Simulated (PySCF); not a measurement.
C$_{3}$H$_{7}$, doublet, geometry from GFN2-xTB. Base run: CCSD/STO-3G (PySCF).

Here is a job for PySCF.
```python
from pyscf import gto, scf, cc

mol = gto.M(
    atom='''
C     0.00859981    0.11875871    0.57248872
C    -0.00143965    1.27626184   -0.33631803
C    -0.00626636   -1.21946615   -0.19912254
H    -0.87341984    0.13932142    1.21910748
H     0.90303160    0.13749860    1.20008292
H    -0.00400951   -2.05308670    0.49917252
H     0.91665154    1.68468422   -0.71181277
H    -0.92204222    1.61701380   -0.76917593
H    -0.89542612   -1.28462620   -0.82122352
H     0.86985171   -1.29413156   -0.83843964
''',
    basis='sto-3g',
    spin=1,
    verbose=5,
)

mf = scf.UHF(mol)
mf.kernel()

mycc = cc.CCSD(mf)
mycc.kernel()
print('E(CCSD) = %.10f' % mycc.e_tot)
```

Variants of this job, named by their change:

| change | ΔE vs base (kcal/mol) | MP2 correlation (Eh) | CC correlation without the perturbative part (Eh) | basis functions |
|---|---|---|---|---|
| base | 0.000 | -0.13918 | -0.19049 | 22 |
| method = mp2 | ? | -0.13918 | - | 22 |
| cc.diis_space = 3 | 0.000 | -0.13918 | -0.19049 | 22 |
| cc.level_shift = 0.2 | 0.000 | -0.13918 | -0.19049 | 22 |
| method = ccsd(t) | -0.617 | -0.13918 | -0.19049 | 22 |
| cc.conv_tol = 1e-9 | 0.000 | -0.13918 | -0.19049 | 22 |
| cart = on | 0.000 | -0.13918 | -0.19049 | 22 |
| frozen = 3 | 0.75 | -0.13785 | -0.18930 | 22 |
| cc.direct = True | 0.000 | -0.13918 | -0.19049 | 22 |
| frozen = 2 | 0.551 | -0.13820 | -0.18961 | 22 |

Task: What belongs in the gaps?

Result: 
- method = mp2, ΔE vs base (kcal/mol): 32.20

Open shells are given as the SCF converged; they aren't shown to be the lowest states, and a large step between rows can be another state.
